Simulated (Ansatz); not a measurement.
C3H8OSi (`C/C=C(\O)[SiH3]`). The species carries charge 0 and has multiplicity 1.

```xyz
13

C    -0.1387   -1.7952    1.2011
C    -0.4629   -0.4647    0.6153
C     0.2709    0.1780   -0.2974
O     1.4188   -0.4106   -0.7720
Si   -0.2645    1.8343   -0.9739
H    -0.9124   -2.5297    0.9545
H    -0.0938   -1.7398    2.2931
H     0.8163   -2.1697    0.8340
H    -1.3709    0.0264    0.9498
H     1.9122    0.2122   -1.3094
H    -0.5824    1.7348   -2.4256
H     0.8570    2.8092   -0.8457
H    -1.4496    2.3147   -0.2238
```

(1) Give the diagnostics of a CCSD(T)/def2-TZVPP run (frozen core, Ansatz). (Estimate.)

Answers

(1) The calculation gave: T1 = 0.0122, largest single amplitude 0.017, largest double 0.056, (T) share of the correlation energy 4.0 %, 10 CCSD cycles. The RHF solution is stable towards an unrestricted one. T1 lies under the customary mark of 0.02 for closed shells.
